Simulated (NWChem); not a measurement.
# Total energies of FIn

```xyz
2

In     0.0000     0.0000    -0.3111
F      0.0000     0.0000     1.6938
```
Charge 0, spin multiplicity 1.

All runs are NWChem calculations. Structure: optimised with B3LYP/def2-SVP with def2 effective core potentials on In, a minimum by its harmonic frequencies.

Basis set: def2-TZVP (81 functions).

```
method                        total energy (Ha)
----------------------------  -----------------
RHF                                  -288.75578
MP2                                  -289.27882
B2PLYP                               -289.82537
PBE                                  -289.99907
B3LYP                                -290.15938
LC-wPBE (omega 0.3 per bohr)         -290.03146
CCSD(T)                              -289.28600
```

Total energies of different functionals aren't comparable as a measure of quality: only differences taken within one method are. 

Effective core potentials replace the inner electrons of In; spin-orbit coupling is left out. The correlated methods keep 5 core orbitals frozen. B3LYP has NWChem's definition, with VWN1-RPA local correlation. The structure started from a generated list of species. No row is a measurement; the coupled-cluster row has its own basis-set and correlation limits.
